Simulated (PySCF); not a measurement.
hydrogen iodide (HI), SMILES I. Heavy atoms are numbered as in [IH:1]. Hydrogens are named by the atom that carries them.

Geometry optimised at PBE0-D3(BJ)/def2-TZVPD. The def2 effective core potentials stand for the cores of I; spin–orbit coupling is left out.

Level of theory: PBE/def2-TZVPD (PySCF).

Mulliken values depend strongly on the basis, most of all with diffuse functions as here. ESP charges are fitted to the potential on shells at 1.4 to 2.0 van der Waals radii. Atomic charges (e), one atom of each kind:

| atom | ESP fit | Mulliken |
|---|---|---|
| I1 (IH) | -0.11 | -0.13 |
| H on I1 | 0.11 | 0.13 |
